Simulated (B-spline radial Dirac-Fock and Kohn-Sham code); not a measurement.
**How the binding energies of Te⁴⁺ add up**

System: Te⁴⁺ in the configuration [Kr] 4d10 5s2, inside a Watson sphere of charge -4 and radius 2 Å (a model of the Madelung potential; inside it an electron's potential energy is raised by 28.8 eV); nuclear rms radius 4.7423 fm (A = 130).

Input of the calculation (task.json; shells as n, l, electrons):

```json
{"items": [{
  "Z": 52,
  "q": 4,
  "cfg": [[1, 0, 2], [2, 0, 2], [2, 1, 6], [3, 0, 2], [3, 1, 6], [3, 2, 10], [4, 0, 2], [4, 1, 6], [4, 2, 10], [5, 0, 2]],
  "A": 130,
  "rrms": 4.7423,
  "watson": [-4, 2.0],
  "do": ["binding"]
}]}
```

Command: `python xray_run.py task.json out`

Calculated with a radial finite-basis atomic code, using ΔSCF Dirac-Fock with Breit, self-energy and vacuum polarisation, finite nucleus, configuration average. No correlation. Energies are counted from the vacuum level.

All terms are in eV, carry their sign (relaxation lowers the binding energy) and add up to the binding energy; ⟨r⟩ is the mean radius of the orbital in the initial state.

| subshell | −ε (Koopmans) | relaxation | Gaunt | retardation | QED | binding energy | ⟨r⟩ (bohr) |
| --- | --- | --- | --- | --- | --- | --- | --- |
| K | 32014.0 | -64.55 | -78.61 | 6.33 | -36.79 | 31840.4 | 0.028 |
| L1 | 5018.1 | -33.65 | -7.22 | 0.42 | -4.60 | 4973.1 | 0.119 |
| L2 | 4688.9 | -37.19 | -12.94 | 1.45 | 0.34 | 4640.6 | 0.101 |
| L3 | 4413.3 | -35.91 | -9.27 | 1.72 | -0.17 | 4369.6 | 0.106 |
| M1 | 1052.2 | -13.44 | -1.01 | 0.03 | -0.94 | 1036.8 | 0.320 |
| M2 | 915.6 | -13.97 | -1.97 | 0.20 | 0.07 | 899.9 | 0.311 |
| M3 | 862.8 | -13.44 | -1.28 | 0.26 | -0.02 | 848.3 | 0.322 |
| M4 | 625.0 | -14.99 | -0.57 | 0.03 | 0.10 | 609.6 | 0.294 |
| M5 | 614.2 | -14.77 | -0.27 | 0.03 | 0.06 | 599.2 | 0.297 |
| N1 | 207.9 | -3.41 | -0.16 | 0.01 | -0.18 | 204.1 | 0.766 |
| N2 | 158.6 | -3.21 | -0.32 | 0.03 | 0.02 | 155.1 | 0.804 |
| N3 | 148.5 | -2.99 | -0.18 | 0.05 | 0.00 | 145.3 | 0.830 |
| N4 | 68.20 | -2.41 | -0.03 | 0.00 | 0.02 | 65.78 | 0.950 |
| N5 | 66.61 | -2.34 | 0.02 | 0.00 | 0.02 | 64.31 | 0.961 |
| O1 | 27.72 | -0.23 | -0.03 | 0.00 | -0.03 | 27.44 | 1.911 |

For the deepest level, K (1s), the Breit terms make up -0.227 % of the binding energy, QED -0.116 % and orbital relaxation -0.203 %.
